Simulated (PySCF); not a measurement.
**Name the molecule from its bond curve**

A diatomic of charge 0 contains I. Its singlet curve at revPBE in a double-zeta basis (spin-free X2C with a Gaussian nucleus, PySCF), in eV from the separated fragments:

R (Å), E (eV) and a bar:
```
    2.331     -2.541 ##############################
    2.439     -2.862 ##############
    2.547     -3.044 #####
    2.629     -3.114 #
    2.710     -3.141 
    2.791     -3.135 
    2.900     -3.090 ###
    3.035     -2.991 ########
    3.198     -2.834 ###############
    3.415     -2.595 ###########################
```

The fit gives ωe = 252 cm⁻¹ and the rotational constant Bₑ = 0.1159 cm⁻¹.

**Question.** Which atom is the partner?

**Answer.** The minimum lies at 2.734 Å, so the reduced mass is 16.8576 u Å² cm⁻¹/(Bₑ·Re²) = 19.46 u. With I at 126.90 u the partner weighs about 23.0 u: Na. The molecule is NaI.

Spin–orbit coupling is left out.
